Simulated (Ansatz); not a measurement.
Geometry optimisation of the cluster Ga₃⁺.

```yaml
crystal:
  periodic: [false, false, false]
  atoms:
    - {symbol: Ga, position_ang: [-1.117107, 0.896176, 0.396360]}
    - {symbol: Ga, position_ang: [1.398252, 0.351958, 0.359462]}
    - {symbol: Ga, position_ang: [-0.281145, -1.248135, -0.755823]}
basis:
  gaussian: {orbitals: def2-TZVP}
total_charge: 1
magnetization: {spin_polarized: true, initial_magnetization: 2}
hamiltonian: {xc: pbe, dispersion: d4}
scf: {lower_state_search: "off"}
output: {orbitals: {seedname: orbitals}}
relax: {f_tol: 0.02, max_steps: 100}
```

```sh
$ ansatz run in.yaml --threads 4 --pin off --events-out ev --progress --plain --max-ram 3916MiB
```

Output, abridged:

```
Functional definition: PBE
mean field -157103.39115181 eV, -5773.4431363258 hartree, gradient 1.8e-7 eV, S^2 2.005326; 0 other end points of the search recorded, 0 dependent functions left out
relax step   1: F+E_penalty+E_count = -157103.48536633 eV  Δ(F+E_penalty+E_count) = +0.000e0 eV  max|allowed force component| = 7.634e-1 eV/Å  Δτ_max = 0.0000 Å  (17 SCF iters, accepted)
mean field -157103.49200528 eV, -5773.4468426226 hartree, gradient 2.7e-7 eV, S^2 2.004760; 0 other end points of the search recorded, 0 dependent functions left out
relax step   2: F+E_penalty+E_count = -157103.58672320 eV  Δ(F+E_penalty+E_count) = -1.014e-1 eV  max|allowed force component| = 2.642e-1 eV/Å  Δτ_max = 0.0645 Å  (20 SCF iters, accepted)
mean field -157103.51063709 eV, -5773.4475273290 hartree, gradient 1.9e-6 eV, S^2 2.004361; 0 other end points of the search recorded, 0 dependent functions left out
relax step   3: F+E_penalty+E_count = -157103.60967721 eV  Δ(F+E_penalty+E_count) = -2.295e-2 eV  max|allowed force component| = 6.286e-2 eV/Å  Δτ_max = 0.0485 Å  (19 SCF iters, accepted)
mean field -157103.50667804 eV, -5773.4473818366 hartree, gradient 1.0e-6 eV, S^2 2.004173; 0 other end points of the search recorded, 0 dependent functions left out
relax step   4: F+E_penalty+E_count = -157103.61347759 eV  Δ(F+E_penalty+E_count) = -3.800e-3 eV  max|allowed force component| = 4.415e-2 eV/Å  Δτ_max = 0.0246 Å  (18 SCF iters, accepted)
mean field -157103.47143981 eV, -5773.4460868555 hartree, gradient 2.7e-6 eV, S^2 2.003773; 0 other end points of the search recorded, 0 dependent functions left out
relax step   5: F+E_penalty+E_count = -157103.61380103 eV  Δ(F+E_penalty+E_count) = -3.234e-4 eV  max|allowed force component| = 1.320e-1 eV/Å  Δτ_max = 0.0581 Å  (19 SCF iters, accepted)
mean field -157103.50092845 eV, -5773.4471705428 hartree, gradient 1.5e-6 eV, S^2 2.004066; 0 other end points of the search recorded, 0 dependent functions left out
relax step   6: F+E_penalty+E_count = -157103.61565344 eV  Δ(F+E_penalty+E_count) = -1.852e-3 eV  max|allowed force component| = 4.877e-2 eV/Å  Δτ_max = 0.0436 Å  (18 SCF iters, accepted)
mean field -157103.48880212 eV, -5773.4467249084 hartree, gradient 2.2e-6 eV, S^2 2.003920; 0 other end points of the search recorded, 0 dependent functions left out
relax step   7: F+E_penalty+E_count = -157103.61801418 eV  Δ(F+E_penalty+E_count) = -2.361e-3 eV  max|allowed force component| = 5.979e-3 eV/Å  Δτ_max = 0.0211 Å  (17 SCF iters, accepted)
Total energy: -157103.61805278 eV, -5773.4514747828 hartree
Atom 0 at    -1.247195     1.000570     0.442536 Å, force    -0.004788     0.003861     0.001710 eV/Å
Atom 1 at     1.561060     0.392942     0.401318 Å, force     0.005979     0.001505     0.001537 eV/Å
Atom 2 at    -0.313865    -1.393513    -0.843855 Å, force    -0.001191    -0.005366    -0.003247 eV/Å
Dipole moment:    -0.000016    -0.000004    -0.000004 e Å
Checks for a lower state left out: stability, starts, cluster_reference, orbital_swaps, neighbouring_geometries, increment
```

Run time 11 s (4 threads of Arm Neoverse V1 on a shared host).

The structure comes from a short search, and lower isomers may exist.
